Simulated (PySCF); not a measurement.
SnCl₃Br, SMILES [Cl][Sn]([Cl])([Cl])[Br].

Coordinates come from a PBE-D3(BJ)/def2-SVP optimisation. The structure was generated by enumeration; whether it is a known compound was not checked. The def2 effective core potentials stand for the cores of Sn; spin–orbit coupling is left out.

Two levels are set side by side: PBE/def2-TZVP (PySCF) and M06-2X/def2-TZVP (PySCF). Same geometry, gas phase. Differences are taken from unrounded values.

```json
[
 {"quantity": "orbital gap (eV)", "M06-2X": "7.87", "PBE": "3.36", "PBE minus M06-2X": "-4.51"},
 {"quantity": "highest occupied level (eV)", "M06-2X": "-10.58", "PBE": "-7.97", "PBE minus M06-2X": "2.61"},
 {"quantity": "lowest empty level (eV)", "M06-2X": "-2.70", "PBE": "-4.61", "PBE minus M06-2X": "-1.91"},
 {"quantity": "dipole moment (D)", "M06-2X": "0.60", "PBE": "0.58", "PBE minus M06-2X": "-0.02"},
 {"quantity": "mean polarisability (bohr³)", "M06-2X": "94.2", "PBE": "99.6", "PBE minus M06-2X": "5.4"}
]
```

Without exact exchange PBE keeps part of each electron's self-repulsion, which lifts occupied levels and narrows the gap. PBE's more diffuse valence density responds more strongly to a field. Differences between two approximate levels are no errors against the true value.

Rough cost on one machine, each run with all the roots and properties that it gave: M06-2X against PBE about 3 times.
